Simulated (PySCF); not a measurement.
C2H6OZn (SMILES C[CH2][Zn][OH]), singlet, geometry from GFN2-xTB (such geometries of metal compounds can be far from the true shape); PBE/3-21G run with PySCF.

The PySCF input:
```python
from pyscf import gto, scf, dft

mol = gto.Mole()
mol.atom = '''
    Zn    0.513365    0.042684    0.359478
    C    -0.189851   -1.054980   -1.177375
    C    -1.572895   -0.532296   -1.543720
    H    -0.257144   -2.105205   -0.903941
    H     0.466645   -0.988352   -2.041362
    H    -1.532740    0.508640   -1.859118
    H    -2.260930   -0.608068   -0.703731
    H    -1.982572   -1.118577   -2.368595
    O     0.037346    1.342675    1.410848
    H     0.443510    1.813301    2.132200
'''
mol.basis = '3-21g'
mol.charge = 0
mol.spin = 0
mol.verbose = 4
mol.build()

mf = dft.RKS(mol)
mf.xc = 'pbe'
mf.kernel()
```

Output, abridged:

```
PySCF version 2.14.0

[INPUT] verbose = 4
[INPUT] num. atoms = 10
[INPUT] num. electrons = 56
[INPUT] charge = 0
[INPUT] spin (= nelec alpha-beta = 2S) = 0
[INPUT] symmetry False subgroup None
[INPUT] Mole.unit = angstrom
[INPUT] Symbol           X                Y                Z      unit          X                Y                Z       unit  Magmom
[INPUT]  1 Zn     0.513365000000   0.042684000000   0.359478000000 AA    0.970119251937   0.080661069901   0.679314967806 Bohr   0.0
[INPUT]  2 C     -0.189851000000  -1.054980000000  -1.177375000000 AA   -0.358766394475  -1.993623266894  -2.224916295910 Bohr   0.0
[INPUT]  3 C     -1.572895000000  -0.532296000000  -1.543720000000 AA   -2.972340772698  -1.005893657201  -2.917208013014 Bohr   0.0
[INPUT]  4 H     -0.257144000000  -2.105205000000  -0.903941000000 AA   -0.485931734575  -3.978260886065  -1.708200922765 Bohr   0.0
[INPUT]  5 H      0.466645000000  -0.988352000000  -2.041362000000 AA    0.881831247398  -1.867714594666  -3.857615101094 Bohr   0.0
[INPUT]  6 H     -1.532740000000   0.508640000000  -1.859118000000 AA   -2.896458820166   0.961190295999  -3.513223853249 Bohr   0.0
[INPUT]  7 H     -2.260930000000  -0.608068000000  -0.703731000000 AA   -4.272538486813  -1.149081985112  -1.329858855366 Bohr   0.0
[INPUT]  8 H     -1.982572000000  -1.118577000000  -2.368595000000 AA   -3.746518102231  -2.113804179238  -4.475995850014 Bohr   0.0
[INPUT]  9 O      0.037346000000   1.342675000000   1.410848000000 AA    0.070573711848   2.537288024300   2.666116323390 Bohr   0.0
[INPUT] 10 H      0.443510000000   1.813301000000   2.132200000000 AA    0.838112433506   3.426642271400   4.029274042798 Bohr   0.0

nuclear repulsion = 248.531916000106
number of shells = 38
number of NR pGTOs = 117
number of NR cGTOs = 66
basis = 3-21g
ecp = {}

******** <class 'pyscf.dft.rks.RKS'> ********
method = RKS
initial guess = minao
damping factor = 0
level_shift factor = 0
DIIS = <class 'pyscf.scf.diis.CDIIS'>
diis_start_cycle = 1
diis_space = 8
diis_damp = 0
SCF conv_tol = 1e-09
SCF conv_tol_grad = None
SCF max_cycles = 50
direct_scf = True
direct_scf_tol = 1e-13
XC library pyscf.dft.libxc version 7.1.2
    S. Lehtola, C. Steigemann, M. J. T. Oliveira, and M. A. L. Marques,  SoftwareX 7, 1–5 (2018)
XC functionals = pbe
    J. P. Perdew, K. Burke, and M. Ernzerhof,  Phys. Rev. Lett. 77, 3865 (1996)
    J. P. Perdew, K. Burke, and M. Ernzerhof,  Phys. Rev. Lett. 78, 1396 (1997)
    J. P. Perdew, K. Burke, and M. Ernzerhof,  Phys. Rev. Lett. 77, 3865 (1996)
    J. P. Perdew, K. Burke, and M. Ernzerhof,  Phys. Rev. Lett. 78, 1396 (1997)
radial grids:
    Treutler-Ahlrichs [JCP 102, 346 (1995); DOI:10.1063/1.469408] (M4) radial grids

becke partition: Becke, JCP 88, 2547 (1988); DOI:10.1063/1.454033
pruning grids: <function nwchem_prune>
grids dens level: 3
symmetrized grids: False
atomic radii adjust function: <function treutler_atomic_radii_adjust>
small_rho_cutoff = 0
Set gradient conv threshold to 3.16228e-05
Initial guess from minao.
tot grids = 121808
init E= -1922.88514533884
  HOMO = -0.299191657481769  LUMO = -0.122899923400157  gap/eV = 4.79714
cycle= 1 E= -1924.07449668169  delta_E= -1.19  |g|= 0.983  |ddm|= 2.76
  HOMO = -0.0480051294169175  LUMO = 0.0360861832483015  gap/eV = 2.28824
cycle= 2 E= -1921.04802672234  delta_E= 3.03  |g|= 3.16  |ddm|= 2.95
  HOMO = -0.168782938774537  LUMO = -0.047572868889858  gap/eV = 3.29829
cycle= 3 E= -1924.13759841428  delta_E= -3.09  |g|= 0.678  |ddm|= 2.57
  HOMO = -0.207315721137391  LUMO = -0.0533602312705521  gap/eV = 4.18934
cycle= 4 E= -1924.26680029025  delta_E= -0.129  |g|= 0.301  |ddm|= 1.05
  HOMO = -0.201796170345153  LUMO = -0.0582301840344943  gap/eV = 3.90663
cycle= 5 E= -1924.28682613213  delta_E= -0.02  |g|= 0.121  |ddm|= 0.339
  HOMO = -0.198650653472065  LUMO = -0.0546935029910345  gap/eV = 3.91727
cycle= 6 E= -1924.28882060284  delta_E= -0.00199  |g|= 0.0525  |ddm|= 0.119
  HOMO = -0.204009009945858  LUMO = -0.0554741341620577  gap/eV = 4.04184
cycle= 7 E= -1924.28937914511  delta_E= -0.000559  |g|= 0.0117  |ddm|= 0.0505
  HOMO = -0.204554384053474  LUMO = -0.0554819566503895  gap/eV = 4.05647
cycle= 8 E= -1924.28940590396  delta_E= -2.68e-05  |g|= 0.00492  |ddm|= 0.0119
  HOMO = -0.204853652217437  LUMO = -0.0556698653577188  gap/eV = 4.05950
cycle= 9 E= -1924.28941102494  delta_E= -5.12e-06  |g|= 0.00115  |ddm|= 0.0048
  HOMO = -0.204835058441799  LUMO = -0.0555974447263217  gap/eV = 4.06096
cycle= 10 E= -1924.28941130297  delta_E= -2.78e-07  |g|= 0.000331  |ddm|= 0.00154
  HOMO = -0.204881900065691  LUMO = -0.0556229912113464  gap/eV = 4.06154
cycle= 11 E= -1924.28941133012  delta_E= -2.71e-08  |g|= 1.18e-05  |ddm|= 0.000495
  HOMO = -0.204880313334156  LUMO = -0.0556208730495178  gap/eV = 4.06156
cycle= 12 E= -1924.28941133019  delta_E= -6.78e-11  |g|= 3.71e-06  |ddm|= 3.12e-05
  HOMO = -0.204878969044673  LUMO = -0.0556207472653889  gap/eV = 4.06152
Extra cycle  E= -1924.28941133017  delta_E= 1.59e-11  |g|= 1.03e-05  |ddm|= 1.29e-05
converged SCF energy = -1924.28941133017
```
